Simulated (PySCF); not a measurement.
C6H9N.
Geometry (GFN2-xTB, Å), atoms numbered from 1 in this order:
```xyz
16
C6H9N angstrom
N      2.9311   -0.2991   -0.3046
C      1.8364   -0.1458    0.2956
C      0.7412    0.5893   -0.3374
C     -0.2113    1.3976    0.5404
C     -0.6649    0.1517   -0.0945
C     -1.7948   -0.3208   -0.9205
C     -1.3513   -1.0959    0.3018
H      3.6381   -0.8262    0.2026
H      1.6064   -0.5371    1.2988
H      0.9918    0.9882   -1.3123
H     -0.5577    2.3443    0.1524
H     -0.0278    1.4014    1.6061
H     -2.7292    0.2195   -0.8717
H     -1.5834   -0.7396   -1.8934
H     -1.9876   -1.0805    1.1753
H     -0.8446   -2.0380    0.1500
```

Level of theory: TDDFT CAM-B3LYP/def2-SVPD, vertical, gas phase, core orbitals frozen in the response (PySCF 2.14.0, density-fitted response routines).

Kohn–Sham orbitals with the atoms that hold most of them (Löwdin shares over 4%, at most four atoms; ? is withheld):

```json
{"orbital": "LUMO+2", "ε (eV)": "1.73", "atoms": "C6 23%, H14 12%, H13 11%, H10 8%"}
{"orbital": "LUMO+1", "ε (eV)": "1.49", "atoms": "C7 16%, C2 16%, H9 14%, H16 10%"}
{"orbital": "LUMO", "ε (eV)": "1.02", "atoms": "?"}
{"orbital": "HOMO", "ε (eV)": "?", "atoms": "?"}
{"orbital": "HOMO-1", "ε (eV)": "-9.08", "atoms": "N1 21%, C3 21%, C4 12%, C6 10%"}
{"orbital": "HOMO-2", "ε (eV)": "-9.85", "atoms": "C5 28%, C4 17%, C6 17%, C3 10%"}
{"orbital": "HOMO-3", "ε (eV)": "-9.94", "atoms": "C5 28%, C7 24%, C4 12%, C6 11%"}
```

Question: Which atoms hold the LUMO, and with what shares?

Answer: N1 (bonded to C and H) 30%; C2 (bonded to C, N and H) 29%; C4 (bonded to 2 C and 2 H) 8%; H9 (bonded to C) 6%. By element: carbon 38% or more, nitrogen 30%, hydrogen 6% or more.

Question: Which atoms hold the HOMO, and with what shares?

Answer: N1 (bonded to C and H) 57%; C2 (bonded to C, N and H) 15%; H8 (bonded to N) 8%; C3 (bonded to 3 C and H) 6%. By element: nitrogen 57%, carbon 22% or more, hydrogen 8% or more.

Question: What is the HOMO energy, and the HOMO–LUMO gap?

Answer: ε(HOMO) = -8.80 eV; the gap is 9.82 eV (0.3609 hartree).

Question: How does S1 compare with the orbital gap of 9.82 eV?

Answer: S1 is at 5.32 eV (f = 0.0023), 4.50 eV below the gap, made of HOMO→LUMO (87%). Without the coupling terms of the response equations the lowest excitation would equal the gap.

Next come S2 at 7.09 eV (f 0.138), HOMO-1→LUMO (52%), HOMO→LUMO+1 (26%); S3 at 7.21 eV (f 0.259), HOMO-1→LUMO (39%), HOMO→LUMO+1 (27%), HOMO→LUMO+4 (11%); S4 at 7.71 eV (f 0.015), HOMO-2→LUMO (54%), HOMO-1→LUMO+1 (19%), HOMO-3→LUMO (18%); S5 at 7.79 eV (f 0.0057), HOMO-1→LUMO+1 (57%), HOMO-2→LUMO (15%), HOMO-1→LUMO+2 (13%).

Löwdin shares depend on the basis, the more so with diffuse functions.

Time: 39 s. Hardware: an Arm Neoverse V2 with one thread (shared host).

One conformer stands for the species.
